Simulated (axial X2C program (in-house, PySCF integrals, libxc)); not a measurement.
## Potential curves of SbP, with spin–orbit coupling

Computed with an in-house relativistic program for diatomic molecules. Two-component (2c) means X2C with spin–orbit coupling and atomic mean-field two-electron Coulomb and Gaunt terms. Basis: Sb dyall-cv3z [11s12p8d4f1g], P dyall-v3z [8s7p2d1f] (cores contracted in-house); Gaussian nuclei, density fitting, unrestricted open shells. Masses: Sb 120.904 u, P 30.974 u.

State: Ω = 0 (closed shell). Energies in eV from the fragments at the same level (Sb + P). Fits are polynomials in 1 − R0/R over 0.85 to 1.23 times the lowest point R0.

```tsv
R (Å)	PW91
1.9088	-2.1597
1.9965	-3.1100
2.0624	-3.5384
2.1282	-3.7806
2.1940	-3.8790
2.2708	-3.8560
2.3476	-3.7241
2.4463	-3.4445
2.5670	-3.0002
2.7425	-2.2662
```

One determinant describes the state; a PBE0 search over occupations chose it and may have missed a lower one. Closed shells are restricted here (equal orbitals for both partners); the stretched side of such a curve lies too high. De is counted from the lowest determinant-based energies of the atoms at the same level, without counterpoise correction.

Task: Fit the PW91 curve near its minimum: give the equilibrium distance, the harmonic wavenumber and the well depth.

Result: At PW91, 2c: Re = 2.218 Å, ωe ≈ 503 cm⁻¹, De = 3.89 eV to Sb + P; Be follows as 0.139 cm⁻¹.
